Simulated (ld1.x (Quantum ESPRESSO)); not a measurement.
Before and after: RRKJ potential for tellurium

ld1.x (Quantum ESPRESSO) 7.5 input, shortened:

```
&input
   title='Te', zed=52., rel=1, dft='PBESOL', iswitch=3,
   config='[Kr] 4d10 5s1.75 5p4.25'
 /
 &inputp
   pseudotype=2, tm=.false., lloc=0,
   nlcc=.true., new_core_ps=.true., rcore=0.95
 /
3
5P  2  1   4.25   0.00  1.85  1.85  0.0
4D  3  2  10.00   0.00  1.00  1.00  0.0
5S  1  0   1.75   0.00  1.35  1.35  0.0
 &test
   configts(1)='4d10 5s1.75 5p4.25'
 /
```

All-electron outer shells of the reference configuration (PBEsol, scalar-relativistic, ld1.x):

```json
{"shell": "4s", "level (eV)": "-164.51", "outermost node (bohr)": "0.38", "outermost maximum (bohr)": "0.70"}
{"shell": "4p", "level (eV)": "-114.59", "outermost node (bohr)": "0.38", "outermost maximum (bohr)": "0.74"}
{"shell": "4d", "level (eV)": "-41.93", "outermost node (bohr)": "0.36", "outermost maximum (bohr)": "0.81"}
{"shell": "5s", "level (eV)": "-15.34", "outermost node (bohr)": "0.91", "outermost maximum (bohr)": "1.80"}
{"shell": "5p", "level (eV)": "-6.11", "outermost node (bohr)": "1.00", "outermost maximum (bohr)": "2.17"}
```

Change: fully relativistic.

Cutoffs: the cutoffs (Ry, on a coarse ladder) from which the occupation-weighted sum of valence levels, in a spherical-Bessel basis at the reference potential, stays within 10 and 1 mRy of its value at 400 Ry; they do not see the model core or the augmentation charge, which bear on the density cutoff. Errors are all-electron minus pseudo energies relative to the spin-unpolarised reference configuration.

Q: What does the change do?

A: The potential gets neither clearly harder nor softer (180 Ry and 300 Ry → 180 Ry and 300 Ry); a bound ghost appears in p, which as a rule spoils a file; of the 7 tests that both files solve, the error grows in 0 and shrinks in 4 by more than 15 % and 0.3 meV (median size 4.8 → 2.3 meV).

| quantity | base | changed |
| --- | --- | --- |
| cutoff, loose | 180 Ry | 180 Ry |
| cutoff, tight | 300 Ry | 300 Ry |
| bound ghosts | none | p1/2 |
| error for 4d10 5s2 5p4, meV [ΔE -2.30 → -2.29 eV] | -0.5 | -0.7 |
| error for 4d10 5s2 5p3, meV [ΔE 7.45 → 7.48 eV] | -4.8 | -2.6 |
| error for 4d10 5s2 5p2, meV [ΔE 25.42 → 25.47 eV] | -9.2 | -2.3 |
| error for 4d9 5s2 5p5, meV [ΔE 35.88 → 35.83 eV] | -235 | -223 |
| error for 4d10 5s0 5p6, meV [ΔE 16.46 → 16.40 eV] | -49 | -49 |
| error for 4d10 5s1 5p4, meV [ΔE 17.32 → 17.32 eV] | -3.9 | -1.3 |
| error for 4d10 5s2 5p3.5, meV [ΔE 1.60 → 1.62 eV] | -2.5 | -1.7 |
| s: phases at 2.00 bohr within 0.05 rad from the reference energy up to (Ry; the scan ends near 5) | 0.1 | 0.1 |

 A true bound ghost makes a file unfit for plane-wave use even where its test errors are small: the radial tests pick states by their node count and pass the ghost by.
